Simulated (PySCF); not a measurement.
**Structure elucidation problem**

Molecular formula: C₈H₉F. Simulated spectra:

1H NMR (600 MHz, computed): δ 7.15 (m, 2H), 7.08 (m, 1H), 7.06 (m, 2H), 4.29 (m, 2H), 2.83 (m, 2H).

13C{1H} NMR (computed): δ 129.9, 124.8, 123.7, 122.1, 87.3, 42.1.

No relativistic terms, in vacuum, rapidly exchanging positions averaged, one computed conformer. Coordinates at the PBE0-D3(BJ)/def2-SVP level; shielding tensors at KT2/pcSseg-1 (GIAO); PySCF 2.14.0 with density-fitted response routines.

Referencing at the same level of theory: 1H, 13C against TMS.

Q: Deduce the structure.

A: 
- Rings plus π bonds: 4 (1 ring in the answer).
- 6 carbon signals for 8 carbons: some carbons are equivalent by symmetry or fast rotation.
- Carbon types of the structure: 1 × C, 5 × CH, 2 × CH2, which accounts for all hydrogens.
- δC 129.9: substituted aromatic carbon.
- δC 124.8, 123.7, 122.1: aromatic CH.
- δC 87.3: sp3 CH2 bonded to F; pulled downfield by the heteroatom.
- δC 42.1: sp3 CH2 on an aromatic ring; aliphatic region, no heteroatom directly attached.
- δH 7.15, 7.08, 7.06: hydrogen on an aromatic CH; aromatic region.
- δH 4.29: hydrogen on an sp3 CH2 bonded to F; its carbon carries F, an electronegative neighbour.
- δH 2.83: hydrogen on an sp3 CH2 on an aromatic ring; benzylic-type position, deshielded by the ring.

These data were computed for SMILES C1(CCF)=CC=CC=C1.

The data come from this structure; uniqueness wasn't tested.

Splittings by 19F in the carbon and heteronuclear signals aren't shown, as no couplings were computed. Shifts are as computed. Against solution values, carbons near 30 ppm lie about +2 ppm off and those near 130 ppm about -5 ppm. Of 1211 compounds with measured shifts, 218 miss one by over three times the rms of a fit or turn the order of signals round; such compounds aren't used in these exercises. No couplings were computed; multiplicities are counted from neighbouring protons, with m where these are inequivalent, close in shift, in a saturated or five-membered ring or joined by F or P, and br s for small geminal =CH2 splittings.
